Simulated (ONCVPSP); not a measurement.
lutetium (Lu): ONCV pseudisation with Wu-Cohen, scalar-relativistic reference atom.

```json
{"Element": "lutetium", "Generator": "ONCVPSP 4.0.1", "Type": "optimised norm-conserving Vanderbilt (ONCV)", "Functional": "Wu-Cohen", "Relativity": "scalar-relativistic", "Frozen core": "[Kr] 4d10 4f14", "Valence charge": "11", "Reference configuration": "5s2 5p6 5d1 6s2", "Partial waves": "5s+6s: rc 1.85 bohr, ncon 4, nbas 7, qcut 8 1/bohr, 2 projectors; 5p: rc 2.25 bohr, ncon 4, nbas 7, qcut 5.6 1/bohr, 2 projectors, debl 2.3 Ha; 5d: rc 3.10 bohr, ncon 4, nbas 8, qcut 5.5 1/bohr, 2 projectors, debl 2.1 Ha", "Local potential": "polynomial inside 1.40 bohr (lpopt 5, dvloc0 0 Ha)", "Core correction": "Teter function, fcfact 5.5, rcfact 1.15"}
```

Poles of the logarithmic derivatives, all-electron (AE) and pseudo (PS). s: poles at -1.9 (AE) and -1.9 (PS) Ha. p: poles at -0.9, 3.7 (AE) and -0.9, 3.7 (PS) Ha. d: poles at 0.2, 2.3 (AE) and 0.2, 2.3 (PS) Ha. Test radii: s 1.88, p 2.28, d 3.15 bohr.

* Cutoffs needed: 19 Ha and 23 Ha (the cutoffs (Ha) at which the residual kinetic energy of the hardest occupied pseudo-wave falls to 1 and 0.1 mHa per electron)
* Ghost test: no bound ghost flagged; GHOST(+) flagged for s at 198.4 eV
* Configuration tests: 1 of 4 tests not solved or not reliable
* rms error of d²Exc/dni dnj: 7.22 mHa without and 2.86 mHa with the model core
